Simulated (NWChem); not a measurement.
Atomisation of F$_{3}$S

```xyz
4

F     -0.3118    -0.0912     1.6965
S     -0.3612     0.0787     0.0000
F     -0.3118    -0.0912    -1.6965
F      1.2656     0.0426     0.0000
```
Charge 0, spin multiplicity 2.

Program: NWChem. The geometry was optimised at UPBE/def2-SVP, a minimum by its harmonic frequencies.

Basis set: def2-TZVP. The atomisation energy is electronic alone: no zero-point, thermal, spin-orbit or counterpoise terms. No value is extrapolated to the basis-set limit. Free atoms are single determinants with multiplicities F 2, S 3. Correlated methods freeze the same cores in atoms and molecule, 8 orbitals in all.

B3LYP has NWChem's definition, with VWN1-RPA local correlation. The structure started from a generated list of species. The unpaired electrons of the parent sit in orbitals of symmetry a' (Cs labels of the run); other states weren't searched. The stability of the SCF solutions was not checked. Open-shell Hartree-Fock references start from PBE0 orbitals.

Question: Order these methods by the atomisation energy they give, lowest first: M06-2X, LDA (SVWN5), B3LYP, MP2, BLYP, r2SCAN.

Answer: M06-2X (226.9 kcal/mol), B3LYP (230.6 kcal/mol), MP2 (233.7 kcal/mol), r2SCAN (242.4 kcal/mol), BLYP (250.1 kcal/mol), LDA (SVWN5) (327.1 kcal/mol)
